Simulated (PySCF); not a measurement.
## Two-component Hartree-Fock for Tc²⁺ (technetium, charge +2)

Start: [Kr] 4d4 5s1; 4d5/2 filled at m_j = -1/2, +1/2, +3/2, +5/2; 5s1/2 filled at m_j = +1/2. Calculated with PySCF 2.14 in x2c-TZVPall-2c (8s9p7d1f, 77 functions): generalised Hartree-Fock with the X2C-1e Hamiltonian and a Gaussian nucleus; one run each with spin-orbit coupling (SO) switched off, then screened by Boettger's factors. This is a chosen level, not necessarily the ground level.

| spinor shell | electrons | ε, spin-free (eV) | ε, screened SO (eV) | weight of nominal j (screened SO) | rms radius, screened SO (bohr) |
| --- | --- | --- | --- | --- | --- |
| 1s1/2 | 2 | -21181.3 | -21180.1 | 1.000 | 0.0394 |
| 2s1/2 | 2 | -3118.1 | -3117.7 | 1.000 | 0.162 |
| 2p1/2 | 2 | -2786.2 | -2867.8 | 1.000 | 0.141 |
| 2p3/2 | 4 | -2786.2 | -2748.1 | 1.000 | 0.145 |
| 3s1/2 | 2 | -594.21 | -594.16 | 1.000 | 0.442 |
| 3p1/2 | 2 | -482.30 | -496.52 | 1.000 | 0.439 |
| 3p3/2 | 4 | -482.30 | -475.67 | 1.000 | 0.450 |
| 3d3/2 | 4 | -301.32 | -303.70 | 0.969 | 0.433 |
| 4s1/2 | 2 | -110.54 | -110.55 | 1.000 | 1.12 |
| 4p1/2 | 2 | -76.512 | -80.974 | 0.689 | 1.24 |
| 4p3/2 | 4 | -76.512 | -74.373 | 0.844 | 1.25 |
| 4d5/2 | 4 | -33.769 | -33.740 | 0.668 | 1.67 |
| 5s1/2 | 1 | -23.187 | -23.190 | 1.000 | 3.03 |

Question: Where does 3d5/2 lie, and what is the 3d spin-orbit splitting (screened SO)?

Answer: At -299.69 eV, 4.009 eV above 3d3/2.

```csv
quantity,spin-free,screened SO
E (hartree),-4281.83101,-4282.38075
M_J,9/2,9/2
⟨J²⟩,24.756,24.758
⟨L²⟩,6.005,6.056
⟨S²⟩,8.751,8.728
```

Each row is a mean over spinors that exchange with the open shell spreads, by up to 9.885 eV (4p3/2).

Rows whose weight is well below 1 are mixtures of j = l ± 1/2: exchange outweighs spin-orbit coupling there, and the label is only the starting occupation.

Breit and QED terms are absent; they matter most for the inner s and p1/2 levels.

Densities and radii are taken from the X2C orbitals without a picture-change correction, which distorts them close to the nucleus.

Without spin-orbit coupling the j labels of p, d and f shells carry no meaning; the spin-free column gives the mean over the occupied spinors of each nl shell.
